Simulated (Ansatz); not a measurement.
`[OH][In]([F])[Br]` + HCl → `[OH][In]([Cl])[Br]` + H–F at 600 K and 1 bar (ligand exchange at the In–F bond).

Computed with Ansatz on PBE0-D4/def2-TZVP structures; ΔE is electronic, products minus reactants. CCSD(T)/CBS is the MP2 limit (def2-TZVPP, def2-QZVPP) plus CCSD(T) − MP2 in def2-TZVPP, frozen cores. This one scheme is used for every species. Elements past krypton have def2 core potentials. For Br, In outer-core shells are correlated without core-valence functions, which leaves a few kJ/mol of doubt a bond. Scalar relativity is left out up to krypton. One conformer a species, not always the lowest.

```
             species  CCSD(T)/CBS energy (Eh)  H − E (kJ/mol)  S (J/(mol·K))
 `[OH][In]([F])[Br]`              -2938.80145            86.9          415.3
                 HCl               -460.38127            35.4          207.2
`[OH][In]([Cl])[Br]`              -3298.81138            86.3          426.6
                 H–F               -100.39570            42.3          194.0
```

H − E and S are ideal-gas, rigid-rotor, harmonic terms from PBE0-D4/def2-TZVP, for one conformer and one mirror image of each species. 1 Eh = 2625.50 kJ/mol, R = 8.31446 J/(mol·K).

Task: By hand: ΔE, ΔH, ΔS and ΔG.

Result: ΔE = (-3298.81138) + (-100.39570) − (-2938.80145) − (-460.38127) = -0.02436 Eh = -64.0 kJ/mol. Δ(H − E) = 86.3 + 42.3 − 86.9 − 35.4 = 6.3, so ΔH = -57.7 kJ/mol. ΔS = 426.6 + 194.0 − 415.3 − 207.2 = -1.9 J/(mol·K). ΔG = -57.7 − 600 × (-1.9)/1000 = -56.6 kJ/mol.

Task: By hand: the equilibrium constant, and the temperature at which ΔG would vanish if ΔH and ΔS stayed fixed.

Result: log₁₀ K = −ΔG/(RT ln 10) = 4.9. ΔG = 0 at ΔH/ΔS = 30368 K, far beyond where these terms or the molecules hold.

The number of gas molecules stays the same, so ΔS is small and ΔH decides. A doubt of 5 kJ/mol in ΔE shifts log₁₀ K by 0.4 here. Other conformers and mirror images would add mixing entropy, several J/(mol·K) or more a flexible species. These are equilibria of isolated gas molecules and say nothing of rates. Largest T1 diagnostic: 0.014 (customary marks: 0.02 for closed shells, 0.045 for open ones).
